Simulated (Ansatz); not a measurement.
`OBO[SiH2][SiH3]` + `BC=C` → `BC(=C)BO` + `O[SiH2][SiH3]`  (formal exchange of groups at a B–O bond)

Program: Ansatz. Geometries: PBE0-D4/def2-TZVP. ΔE: electronic, gas phase. CCSD(T)/CBS is the MP2 limit (def2-TZVPP, def2-QZVPP) plus CCSD(T) − MP2 in def2-TZVPP, frozen cores. DFT in def2-TZVPP. B3LYP here is the variant with VWN-RPA as its local correlation; programs differ in this. Each species was taken in one conformer, which may not be the lowest.

| level | ΔE (kJ/mol) | difference from CCSD(T)/CBS |
| --- | --- | --- |
| PBE-D4 | 114.8 | -7.0 |
| BLYP-D4 | 122.7 | 0.9 |
| r2SCAN-D4 | 123.1 | 1.3 |
| ωB97X-V | 123.0 | 1.2 |
| ωB97M-V | 123.6 | 1.8 |
| PBE | 115.0 | -6.8 |
| r2SCAN | 123.0 | 1.2 |
| PBE0 | 118.4 | -3.4 |
| B3LYP | 126.0 | 4.2 |
| r2SCANh | 123.6 | 1.8 |
| r2SCAN0 | 124.5 | 2.7 |
| CAM-B3LYP | 128.7 | 6.9 |
| LC-ωPBE | 121.4 | -0.4 |
| HF/def2-TZVPP | 137.1 | 15.3 |
| MP2/def2-TZVPP | 122.3 | 0.5 |
| MP2/CBS(def2) | 120.5 | -1.3 |
| CCSD(T)/CBS | 121.8 | 0 |

Largest T1 diagnostic among the species: 0.013.

From BLYP to BHLYP (50 % exact exchange), in def2-TZVPP and without D4, ΔE moves by +6.8 kJ/mol. Leaving LDA and LC-ωPBE aside and taking each functional with its dispersion term where it has one, the values, not all of them listed here, spread over 18.4 kJ/mol, from revPBE-D4 to BHLYP-D4.
